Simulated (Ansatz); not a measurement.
Basis-set series for F2Ge (`[F][Ge][F]`). Charge 0, multiplicity 1. The geometry is a stationary point of PBE0-D4/def2-TZVP.

```json
{"functional": "PBE0-D4", "basis": "def2-SVP", "functions": "60", "energy (Eh)": "-2275.88962", "HOMO (eV)": "-8.79", "LUMO (eV)": "-2.45"}
{"functional": "PBE0-D4", "basis": "def2-QZVPP", "functions": "203", "energy (Eh)": "-2276.46595", "HOMO (eV)": "-9.00", "LUMO (eV)": "-2.65"}
{"functional": "ωB97M-V", "basis": "def2-SVP", "functions": "60", "energy (Eh)": "-2276.18357", "HOMO (eV)": "-11.02", "LUMO (eV)": "-0.36"}
{"functional": "ωB97M-V", "basis": "def2-QZVPP", "functions": "203", "energy (Eh)": "-2276.76217", "HOMO (eV)": "-11.27", "LUMO (eV)": "-0.70"}
```

Task: Give the rows for def2-TZVPP. (Estimate.)

Result: Ansatz gave: 
```csv
functional,basis,functions,energy (Eh),HOMO (eV),LUMO (eV)
PBE0-D4,def2-TZVPP,110,-2276.40868,-8.94,-2.58
ωB97M-V,def2-TZVPP,110,-2276.70687,-11.19,-0.54
```

Scalar relativity is left out up to krypton.
